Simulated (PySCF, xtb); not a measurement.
Cl2FH3Si2, SMILES F[Si](Cl)([SiH3])Cl.

xtb with GFN2-xTB at its own geometry gives an orbital gap of 4.70 eV and a dipole moment of 2.09 D.

The structure is a stationary point at r2SCAN-D4/def2-SVP. The structure was generated by enumeration, and PubChem lists no compound with its InChIKey, so it may never have been made.

**Question.** What does HF/def2-TZVP run with PySCF give? (The exact figures need the calculation; the answer reports its results.)

**Answer.** gap 14.44 eV (levels -11.71 and 2.72 eV), dipole 2.02 D.
